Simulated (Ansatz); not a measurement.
`CC(N)N[SiH3]` → `[CH2]` (triplet) + `NCN[SiH3]`  (formal loss of a carbene)

Computed with Ansatz on PBE0-D4/def2-TZVP structures; ΔE is electronic, products minus reactants. CCSD(T)/CBS is the MP2 limit (def2-TZVPP, def2-QZVPP) plus CCSD(T) − MP2 in def2-TZVPP, frozen cores. This one scheme is used for every species. Functionals use def2-TZVPP. B3LYP here is the variant with VWN-RPA as its local correlation; programs differ in this. Triplets are unrestricted, without spin–orbit coupling. Each species was taken in one conformer, which may not be the lowest.

`CC(N)N[SiH3]`:

Cartesian coordinates in Å:
```
C -0.158 1.653 0.453
C -0.499 0.384 -0.307
N -1.934 0.305 -0.473
N 0.091 -0.803 0.302
Si 1.558 -1.518 -0.234
H 0.923 1.771 0.542
H -0.573 2.529 -0.047
H -0.575 1.609 1.466
H -0.067 0.453 -1.314
H -2.397 0.373 0.426
H -2.185 -0.590 -0.875
H -0.159 -0.910 1.275
H 1.729 -2.798 0.501
H 2.792 -0.701 -0.017
H 1.454 -1.758 -1.698
```

`[CH2]` (triplet):

Cartesian coordinates in Å:
```
C 0.258 -0.014 0.098
H -0.253 -0.964 0.136
H -0.005 0.978 -0.234
```

`NCN[SiH3]`:

```xyz
12

N    -0.948    0.500   -1.771
C     0.188    0.343   -0.888
N    -0.130   -0.611    0.139
Si    0.447   -0.534    1.752
H    -0.714    1.075   -2.570
H    -1.719    0.935   -1.279
H     0.500    1.272   -0.382
H     1.037    0.025   -1.511
H    -0.465   -1.485   -0.236
H     1.907   -0.802    1.926
H    -0.298   -1.552    2.537
H     0.196    0.834    2.282
```

| level | ΔE (kcal/mol) | difference from CCSD(T)/CBS |
| --- | --- | --- |
| PBE-D4 | 108.7 | 0.9 |
| PBE0-D4 | 106.7 | -1.1 |
| B3LYP-D4 | 105.4 | -2.4 |
| ωB97M-V | 108.3 | 0.5 |
| B2PLYP | 104.7 | -3.1 |
| r2SCAN | 101.7 | -6.1 |
| CCSD/def2-TZVPP | 102.3 | -5.5 |
| MP2/def2-QZVPP | 109.9 | 2.1 |
| SCS-MP2/def2-QZVPP | 109.9 | 2.1 |
| MP2/CBS(def2) | 111.0 | 3.2 |
| CCSD(T)/CBS | 107.8 | 0 |

Largest T1 diagnostic among the species: 0.011.

The D4 term adds +3.2 kcal/mol with B3LYP and +1.7 kcal/mol with PBE0; it sums over pairs of atoms, weighted by their polarisabilities, and B3LYP, whose exchange is more repulsive, gets the larger term. In def2-TZVPP, CCSD(T) changes the Hartree–Fock value by +34.1 kcal/mol (the triples alone add +3.0 kcal/mol) and MP2 by +37.3 kcal/mol.
